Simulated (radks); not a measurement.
Problem. The mean radii <r> (bohr) of the occupied orbitals of an atom or ion are listed with their occupations. Calculated with a radial shooting solver on a logarithmic mesh with Libxc functionals: non-relativistic Kohn-Sham, LB94 model potential, spin-polarised, spherical densities, point nucleus.

| orbital | occ. | <r> |
|---|---|---|
| 1s up | 1 | 0.02296 |
| 1s down | 1 | 0.02296 |
| 2s down | 1 | 0.09751 |
| 2s up | 1 | 0.09751 |
| 2p up | 3 | 0.08261 |
| 2p down | 3 | 0.08261 |
| 3s up | 1 | 0.2508 |
| 3s down | 1 | 0.2506 |
| 3p up | 3 | 0.2405 |
| 3p down | 3 | 0.2404 |
| 3d down | 5 | 0.2126 |
| 3d up | 5 | 0.2128 |
| 4s up | 1 | 0.5651 |
| 4s down | 1 | 0.5656 |
| 4p up | 3 | 0.5767 |
| 4p down | 3 | 0.5773 |
| 4d up | 5 | 0.6047 |
| 4d down | 5 | 0.6055 |
| 5s up | 1 | 1.300 |
| 5s down | 1 | 1.311 |
| 5p up | 3 | 1.416 |
| 5p down | 2 | 1.433 |
| 4f up | 7 | 0.7159 |
| 4f down | 1 | 0.7198 |

Name the element and its charge. Open shells, if any, are filled with parallel spins first.

Solution. Z = 66, dysprosium, charge +5: Dy5+ in [Kr] 4d10 4f8 5s2 5p5. The 1s radius gives Z: for a bare nucleus <r> = 1.5/Z, 0.02273 bohr for Z = 66, and screening makes it slightly larger (0.02296 here). The occupations add up to 61, and the charge is Z minus that.
